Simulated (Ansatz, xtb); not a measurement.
Relative energy of two conformers of C4H10Sn

Structure I is `CC[CH2][Sn][CH3]`, a singlet and structure II is `CC[CH2][Sn][CH3]`, a singlet. Both are isolated molecules in the gas phase, relaxed with PBE0-D3(BJ)/def2-SVP.

I (Å):

```xyz
15

C     0.3897    1.8425   -2.4391
C     0.0429    1.0973   -1.1561
C    -0.4624   -0.3190   -1.3918
C    -1.2169    0.0893    1.7701
Sn   -1.0529   -1.5782    0.3377
H     0.7522    2.8629   -2.2353
H     1.1745    1.3156   -3.0057
H    -0.4891    1.9255   -3.0991
H     0.9335    1.0740   -0.5027
H    -0.7108    1.6749   -0.5943
H    -1.3709   -0.3043   -2.0290
H     0.2698   -0.9089   -1.9741
H    -1.9835    0.8014    1.4181
H    -1.4895   -0.2535    2.7783
H    -0.2641    0.6424    1.8216
```

II (Å):

```xyz
15

C    -0.7035    0.9997   -2.0017
C    -0.0570    0.9991   -0.6238
C    -0.9836    0.4774    0.4663
C     0.2863   -2.3815   -0.3962
Sn   -1.6736   -1.6290    0.2869
H    -1.6261    1.6025   -2.0092
H    -0.0329    1.4063   -2.7743
H    -0.9789   -0.0225   -2.3184
H     0.2731    2.0278   -0.3864
H     0.8656    0.3947   -0.6546
H    -1.8744    1.1215    0.5665
H    -0.4817    0.5033    1.4542
H     0.3074   -3.4789   -0.4601
H     1.0793   -2.0464    0.2937
H     0.5250   -1.9680   -1.3908
```

Problem. Which of the two would you expect CCSD(T)/def2-SVP + ΔMP2/def2-TZVPP electronic energies to favour?

Solution. Too close to call at this level: CCSD(T)/def2-SVP + ΔMP2/def2-TZVPP gives E(II) − E(I) = −0.69 kcal/mol.

The same difference at several levels:

```json
{"level": "PBE0-D3(BJ)/def2-SVP", "geometry": "PBE0-D3(BJ)/def2-SVP", "E(II) − E(I) (kcal/mol)": "−0.44", "departure from the last row (kcal/mol)": "+0.24", "job, with rough time for the two": "optimisation, 2.1 min"}
{"level": "HF/def2-SVP", "geometry": "PBE0-D3(BJ)/def2-SVP", "E(II) − E(I) (kcal/mol)": "+0.28", "departure from the last row (kcal/mol)": "+0.97", "job, with rough time for the two": "part of the CCSD(T) run"}
{"level": "MP2/def2-SVP", "geometry": "PBE0-D3(BJ)/def2-SVP", "E(II) − E(I) (kcal/mol)": "−0.30", "departure from the last row (kcal/mol)": "+0.39", "job, with rough time for the two": "part of the CCSD(T) run"}
{"level": "CCSD(T)/def2-SVP", "geometry": "PBE0-D3(BJ)/def2-SVP", "E(II) − E(I) (kcal/mol)": "−0.28", "departure from the last row (kcal/mol)": "+0.41", "job, with rough time for the two": "single point"}
{"level": "CCSD(T)/def2-SVP + ΔMP2/def2-TZVPP", "geometry": "PBE0-D3(BJ)/def2-SVP", "E(II) − E(I) (kcal/mol)": "−0.69", "departure from the last row (kcal/mol)": "", "job, with rough time for the two": "single point, 1.7 min"}
```

The largest departure from CCSD(T)/def2-SVP + ΔMP2/def2-TZVPP is that of HF/def2-SVP, 0.97 kcal/mol. Levels run at GFN2-xTB geometries aren't shown. The last row adds to CCSD(T) the change of the MP2 difference between the two basis sets, here −0.41 kcal/mol.

With harmonic frequencies from PBE0-D3(BJ)/def2-SVP (ideal gas, rigid rotor, one conformer each, 298.15 K, 1 atm): on the last row, ΔE + ΔZPE = −0.54 kcal/mol. A mode under 50 cm⁻¹ makes harmonic enthalpies and free energies unreliable, so none is given.

The correlated steps freeze 8 core orbitals; the filled d shell of Sn is correlated, in a basis made for valence electrons. Atoms past krypton carry core potentials in the def2 sets and no spin–orbit term is included. Codes used: Ansatz 0.2.0; the last row on 2 threads of Arm Neoverse V2 on a shared host.
